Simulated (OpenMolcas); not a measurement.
# Ag²⁺: from CASSCF to CASPT2

- Program: OpenMolcas
- Basis: ANO-RCC-VTZP [7s6p4d2f1g]
- Scalar Hamiltonian: DKH2, point nucleus
- Active space: 9 electrons in 6 orbitals (4d 5s)
- State averaging: 2S+1 = 2 even, 29 roots; 2S+1 = 4 even, 10 roots kept (CI in the orbitals of an earlier block)
- Spin-orbit coupling: RASSI with atomic mean-field integrals over the reference wave functions, term energies averaged over their components

Methods on the same reference wave functions:
A. CASSCF
B. SS-CASPT2, IPEA 0.25 Eh, imaginary shift 0.1 Eh (closed shells correlated: 4s 4p)
C. MS-CASPT2, IPEA 0.25 Eh, imaginary shift 0.1 Eh (closed shells correlated: 4s 4p)
D. XMS-CASPT2, IPEA 0.25 Eh, imaginary shift 0.1 Eh (closed shells correlated: 4s 4p)

Energies in cm⁻¹ above 4d⁹ ²D_5/2, the measured ground level; measured values from Moore, Atomic Energy Levels, vol. III, NSRDS-NBS 35 (1971 reprint of NBS Circular 467, 1958).

```
               Level      A      B      C      D  Measured
          4d⁹ ²D_5/2    0.0    0.0    0.0    0.0       0.0
          4d⁹ ²D_3/2   4626   4630   4630   4630      4607
       4d⁸ 5s ⁴F_9/2  55412  61950  61950  64190     63250
       4d⁸ 5s ⁴F_7/2  57855  64280  64280  66560     65764
       4d⁸ 5s ⁴F_5/2  60081  66540  66550  68810     68145
       4d⁸ 5s ⁴F_3/2  61383  67710  67720  70030     69351
       4d⁸ 5s ²F_7/2  64671  69840  69850  72450     71691
4d⁸ 5s ²F_5/2 [55 %]  67851  72340  72350  75030     73934
4d⁸ 5s ⁴P_5/2 [61 %]  71497  75040  75040  77360     76406
       4d⁸ 5s ⁴P_1/2  75272  78290  78290  80390          
4d⁸ 5s ²D_5/2 [66 %]  77019  80340  80350  83250     82231
```

Deviations, from unrounded energies. A percentage is the sum of absolute deviations over the sum of measured energies, with the sign that they share, or ± where signs differ.

```json
{"Against measurement": "mean absolute deviation (cm-1)", "Levels": "9", "A": "6100", "B": "1400", "C": "1400", "D": "770"}
{"Against measurement": "fine structure of the ground term (%)", "Levels": "1", "A": "+0.4", "B": "+0.4", "C": "+0.5", "D": "+0.5"}
{"Against measurement": "other configurations (%)", "Levels": "8", "A": "-9.6", "B": "-2.2", "C": "-2.2", "D": "+1.2"}
```

D lies closest to measurement on these levels and A furthest from it. The largest miss of D in the table is 4d⁸ 5s ²F_5/2 [55 %], by +1100 cm-1. The ranking rests on the paired levels alone, and a cruder setting can come out closer through cancelling errors.

Among B to D the level of the table that moves most is 4d⁸ 5s ²D_5/2 [66 %], by 2900 cm-1 (lowest in B, highest in D). Moves below CASPT2's spread within the term are not significant.

The mean deviations of B to D differ by less than CASPT2's widest spread within a term (1100 cm-1), so their order carries little weight.

The lowest spin-free term lies below A's lowest term by 0.517 hartree in B, 0.517 hartree in C, 0.534 hartree in D.

CASPT2 does not keep the components of a term degenerate, so their means are used; among the terms shown or strongly mixed into the levels shown the widest spread is 1100 cm-1 (4d⁸ 5s ²F, D). Terms from blocks run as CI alone lack orbitals of their own. A single d shell beside an s shell can misplace configurations of different d count against each other. Without dynamic correlation excited terms often stand tens of per cent too high (terms of higher spin than the ground term too low), and those without a measured partner can miss by more than the paired ones (holds for A). Some levels mix across a computed gap that differs much from the measured one, so their mixing is not that of the real levels (holds for A). Measured partners are found by configuration, term and J. A level has none where our copy of the source lacks it or the pairing is in doubt (some pairs that miss far off the trend of their configuration count as doubtful), and it then counts in no deviation. Only configurations of the active space appear. The table leaves out levels that lie high or whose names do not pair safely across all columns.

A share in square brackets marks a mixed level and gives the weight of the term that names it, the lowest over the columns.
